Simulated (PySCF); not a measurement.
# Polarisability and C₆ of C+ (carbon, charge +1)

[He] 2s2 2p1, 2P determinant. Calculation: PySCF 2.14, in aug-cc-pwCVDZ (5s4p2d, 27 functions); the non-relativistic Hamiltonian (point nucleus). Coupled (time-dependent) response in atomic units; α is the mean over directions. A double-zeta set is small for polarisabilities.

| method | mean α (bohr³) | α xx, yy, zz | C₆ (like pair) | S(−4) |
| --- | --- | --- | --- | --- |
| UHF | 6.357 | 6.426, 6.218, 6.426 | 15.25 | 38.95 |
| PBE | 6.121 | 6.169, 6.025, 6.169 | 14.80 | 27.96 |
| PBE0 | 6.118 | 6.180, 5.996, 6.180 | 14.77 | 28.47 |
| BHandHLYP | 6.087 | 6.180, 5.900, 6.180 | 14.56 | 28.74 |

S(−4) is the Cauchy moment in α(ω) = α(0) + S(−4) ω² + …

α(iu) at PBE:

| u (hartree) | α(iu) (bohr³) |
| --- | --- |
| 0 | 6.121 |
| 0.0500 | 6.052 |
| 0.100 | 5.858 |
| 0.200 | 5.222 |
| 0.300 | 4.470 |
| 0.500 | 3.162 |
| 0.750 | 2.098 |
| 1.00 | 1.465 |
| 1.50 | 0.8164 |
| 2.00 | 0.5157 |
| 3.00 | 0.2593 |
| 5.00 | 0.1070 |

For an ion, C₆ is the dispersion term alone; charge-induced terms of lower order in 1/R come first.

The components differ because the open shell of this determinant is not spherical; for a pure term their mean is the scalar polarisability.
